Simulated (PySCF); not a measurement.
C4H7FSi, SMILES C=C=C[Si@H](C)F.

Coordinates come from a PBE0-D3(BJ)/def2-SVP optimisation. The structure was generated by enumeration; whether it is a known compound was not checked. The values are those of a single conformer.

Two levels are set side by side: TDDFT-PBE/def2-SVPD (PySCF) and TDDFT-LC-ωPBE/def2-SVPD (PySCF). Vertical, same geometry. The lowest singlet is HOMO→LUMO 99 % with PBE and HOMO→LUMO 89 % with the other functional; states are paired by order. Differences are taken from unrounded values.

```tsv
quantity	TDDFT-PBE
lowest singlet excitation (eV)	5.08
lowest triplet excitation (TDA) (eV)	4.51
first bright state (f over 0.05) (eV)	6.91
its oscillator strength	0.23
```

**Question.** These are the TDDFT-PBE values. What does TDDFT-LC-ωPBE give? (Estimate from the structure and the level; the computed values follow.)

**Answer.** 
| quantity | TDDFT-LC-ωPBE | TDDFT-PBE minus TDDFT-LC-ωPBE |
|---|---|---|
| lowest singlet excitation (eV) | 5.58 | -0.50 |
| lowest triplet excitation (TDA) (eV) | 4.37 | 0.14 |
| first bright state (f over 0.05) (eV) | 7.67 | -0.77 |
| its oscillator strength | 1.02 | -0.79 |

Functionals without exact exchange tend to place singlet excitations lower, as here. Differences between two approximate levels are no errors against the true value.

Rough cost on one machine, each run with all the roots and properties that it gave: TDDFT-LC-ωPBE against TDDFT-PBE about 5 times.
